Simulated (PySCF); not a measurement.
## Potential energy of CsSr along the bond

Set-up: PySCF, spin-free X2C with a Gaussian nucleus, basis sets Cs x2c-TZVPall, Sr x2c-TZVPall. Energies in eV from Cs + Sr in their ground configurations at the same level. All curves are PBE0. state 1: ²Σ⁺ (doublet), unpaired electrons σ ↑; state 2: doublet, unpaired electrons π ↑, a second solution, started from another occupation; state 3: ⁴Π (quartet), unpaired electrons σ ↑↑, π ↑, a second solution, started from another occupation.

| R (Å) | state 1 | state 2 | state 3 |
| --- | --- | --- | --- |
| 4.218 | -0.0829 | 0.3039 | 1.2237 |
| 4.415 | -0.1424 | 0.3395 | 1.2133 |
| 4.611 | -0.1739 | 0.3947 | 1.2238 |
| 4.758 | -0.1843 | 0.4448 | 1.2416 |
| 4.905 | -0.1865 | 0.4997 | 1.2649 |
| 5.052 | -0.1829 | 0.5577 | 1.2920 |
| 5.248 | -0.1719 | 0.6370 | 1.3310 |
| 5.494 | -0.1526 | 0.7356 | 1.3798 |
| 5.788 | -0.1265 | 0.8472 | 1.4339 |
| 6.180 | -0.0930 | 0.9746 | 1.4948 |

Question: Put a parabola through the three lowest points of the state 1 curve and estimate Re, k and ωe (reduced mass 52.91 u; 1 eV/Å² = 0.16022 mdyn/Å; ωe = 1302.8·√(k/μ) cm⁻¹).

Answer: Through R = 4.758, 4.905, 5.052 Å the second-order coefficient is 0.134 eV/Å², so Re ≈ 4.887 Å, k ≈ 0.0430 mdyn/Å and ωe ≈ 37 cm⁻¹. A polynomial fit of higher order to the unrounded PBE0 energies gives Re = 4.879 Å, k = 0.0458 mdyn/Å, ωe = 38.3 cm⁻¹; anharmonicity and rounding make the difference.

The higher-order fit for each curve: state 1: Re = 4.879 Å, ωe = 38.3 cm⁻¹, De = 0.187 eV; state 3: Re = 4.403 Å, ωe = 53.2 cm⁻¹, minimum 1.21 eV above the ground-state fragments. State 2 gave no clean fit.

The bond is weak. Basis-set superposition, not corrected here, can be much of De in a small basis, most of all at correlated wavefunction levels. Functionals without a dispersion term scatter widely for such bonds, and LDA overbinds them. Spin–orbit coupling is left out. The state was picked by a PBE0 search and need not be the measured ground state.
